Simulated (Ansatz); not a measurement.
Species: CH3B2N, SMILES `NC1=BB1` (H–N–C–B torsion 178°) (charge 0, multiplicity 1).

**Question.** Give a relaxed geometry from PBE0-D3(BJ)/def2-TZVP in Ansatz (a program for electronic structure).

**Answer.** One answer among several that fit: the end point of this relaxation, one of several conformers (outside a Z-matrix the atoms follow the SMILES, hydrogens last).
Cartesian coordinates (Å) in one orientation:
```xyz
7

N     -1.213    -0.160    -0.134
C     -0.016     0.427    -0.307
B      1.057     1.211    -0.656
B      1.506    -0.017     0.071
H     -1.264    -0.949     0.491
H     -2.015     0.450    -0.096
H      1.945    -0.962     0.631
```
